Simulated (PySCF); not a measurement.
Compound: C4H6F3Si2 (doublet state).
Cartesian coordinates in Å at the GFN2-xTB level; atoms count from 1:
```
atom  x, y, z in Å
C1     2.178    2.589    0.046
C2     1.879    1.446    0.268
Si3    1.438   -0.313    0.636
C4     0.495   -0.941   -0.914
Si5   -1.138   -0.037   -1.197
F6    -2.016   -0.871   -2.303
C7    -2.331   -0.231    0.332
F8    -2.173    0.764    1.246
F9    -2.034   -1.389    0.997
H10    2.438    3.589   -0.153
H11    0.592   -0.370    1.827
H12    2.662   -1.106    0.804
H13    0.273   -2.005   -0.800
H14    1.130   -0.845   -1.794
H15   -3.399   -0.273    0.077
```

The hyperfine couplings belong to this conformer and change with its torsions.

As a line formula: `C#C[SiH2]C[Si](F)C(F)F` [radical].

Level of theory: UKS B3LYP, pcH-1 on C F H Si, non-relativistic, mean-field spin-orbit, GIAO in PySCF 2.14.0. Isolated species at its GFN2-xTB geometry (one conformer only). The geometry wasn't refined by DFT: couplings that depend on bond lengths, twists or pyramidal angles can differ widely from those at the functional's own minimum, by a factor of two or more for some ions and for spin on atoms past the first row. The SCF solution wasn't tested for stability.

Problem. Give the principal g shifts and their parts.

Solution. 
```json
{"Δg (ppm)": "relativistic mass correction", "1": "-187", "2": "-187", "3": "-187"}
{"Δg (ppm)": "gauge correction", "1": "54", "2": "14", "3": "100"}
{"Δg (ppm)": "orbital Zeeman/spin–orbit", "1": "-1022", "2": "167", "3": "1346"}
{"Δg (ppm)": "total", "1": "-1156", "2": "-7", "3": "1259"}
```

So g = 2.00116, 2.00231, 2.00358 and g_iso = 2.00235; the tensor is rhombic: the two nearest values differ by 48 % of g3 − g1. 

Problem. What are the electron Larmor frequencies g μB B/h along the three axes at 340 mT?

Solution. 9.5230, 9.5284, 9.5345 GHz for g1, g2 and g3, a range of 11.5 MHz.

Problem. At 9.435 GHz, how far is the centre of the isotropic spectrum from where a free electron (g = 2.002319) resonates?

Solution. B = hν/(g μB) with μB/h = 13.99624 MHz/mT gives 336.66 mT for the free electron and 336.66 mT at g_iso, the same within 0.01 mT.

Problem. In a frozen sample, at which fields do the three g values resonate at 9.5, 34, 94 and 263 GHz (hyperfine left aside), and which band first spreads them over more than twice a line width of 0.5 mT?

Solution. 
```csv
band,GHz,B(g3) mT,B(g2) mT,B(g1) mT,spread mT
X,9.5,338.77,338.98,339.18,0.41
Q,34.0,1212.44,1213.21,1213.91,1.46
W,94.0,3352.05,3354.17,3356.09,4.04
J,263.0,9378.60,9384.53,9389.91,11.32
```

The spread grows in proportion to the frequency. Q band is the first where it exceeds 1.0 mT.

The largest Mulliken spin population is on Si5 (+0.82). The angles at Si5 add up to 318.8°, so it is pyramidal.

The HOMO–LUMO gaps are 5.75 eV among the α and 4.93 eV among the β orbitals.
